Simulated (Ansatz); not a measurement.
Reaction (SMILES): [CH3][Ge]([CH3])([F])[F] [difluoro(dimethyl)germane] -> [CH3] (CH3) + [CH3][Ge]([F])[F] (the C-Ge bond at the site shown breaks; other sites are not compared here)
Each molecule is optimised on its own at B3LYP-D3(BJ)/def2-TZVP (Ansatz, an electronic-structure program).

Quantity: bond dissociation energy (electronic energy difference), in kcal/mol. Cores are frozen in the correlated levels unless marked. Open shells are spin-unrestricted. No spin-orbit coupling. Frozen are the shells of the preceding noble gas and the d and f shells that filled before the atom's block. No relativistic terms. Basis-set limits of correlation are two-point, X^-3; Hartree-Fock from the larger set. The bracket is a focal-point correction in the basis named.

```
level                                                                 program  bond dissociation energy (kcal/mol)  minus last row
-------------------------------------------------------------  --------------  -----------------------------------  --------------
HF/cc-pVDZ                                                             Ansatz                                 65.1           -23.9
BLYP-D3(BJ)/def2-TZVPD                                         Ansatz + dftd3                                 78.0           -11.0
revPBE-D3(BJ)/def2-TZVPD                                       Ansatz + dftd3                                 79.5            -9.5
B3LYP-D4/def2-TZVPD                                            Ansatz + dftd4                                 81.7            -7.3
B3LYP/def2-TZVPD                                                       Ansatz                                 79.2            -9.8
PBE0/6-31G*                                                            Ansatz                                 86.7            -2.3
r2SCANh-D4/def2-TZVPD                                          Ansatz + dftd4                                 81.5            -7.5
r2SCANh/def2-TZVPD                                                     Ansatz                                 81.0            -8.0
CAM-B3LYP-D3(BJ)/def2-TZVPD                                    Ansatz + dftd3                                 84.4            -4.6
wB97M-V/def2-TZVPD                                                     Ansatz                                 87.3            -1.7
B2GP-PLYP-D4/def2-TZVPD                                        Ansatz + dftd4                                 85.6            -3.4
MP2/CBS(aug-cc-pVTZ,aug-cc-pVQZ)                                       Ansatz                                 91.9             2.9
RI-MP2/aug-cc-pVTZ                                                     Ansatz                                 90.3             1.3
RI-MP2/cc-pVTZ                                                         Ansatz                                 90.2             1.2
RI-MP2/CBS(aug-cc-pVTZ,aug-cc-pVQZ)                                    Ansatz                                 91.9             2.9
CCSD/aug-cc-pVDZ                                                       Ansatz                                 82.9            -6.1
CCSD/aug-cc-pVTZ                                                       Ansatz                                 86.1            -2.9
CCSD(T)/6-31G                                                          Ansatz                                 81.8            -7.2
RI-MP2/CBS(aug-cc-pVTZ,aug-cc-pVQZ)+[CCSD(T)-MP2]/aug-cc-pVQZ          Ansatz                                 89.1             0.1
CCSD(T)/CBS(cc-pVTZ,cc-pVQZ)                                           Ansatz                                 89.1             0.1
CCSD(T)/CBS(aug-cc-pVTZ,aug-cc-pVQZ)                                   Ansatz                                 89.0             0.0
```
